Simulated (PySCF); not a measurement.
Calculation: PBE-D3(BJ)/def2-TZVP // B3LYP-D3(BJ)/def2-SVP run with PySCF 2.14.0. All species are isolated molecules in the gas phase. Delta-SCF ions had no search for a lower state. 

Reference species (SMILES): `CC1=C(C)C(C)=C(C)[SiH2]1` (neutral, multiplicity 1).

The vertical ionisation energy (Delta-SCF) is 7.44 eV. The HOMO–LUMO gap is 3.12 eV.

Changed species: `C[Si]1(C)C=C(C=C1C)C`.

**Question.** Predict the effect on the vertical ionisation energy (Delta-SCF) and HOMO–LUMO gap.

**Answer.** the vertical ionisation energy (Delta-SCF) increases by 0.27 eV, to 7.71 eV; the HOMO–LUMO gap goes up by 0.14 eV, to 3.26 eV.
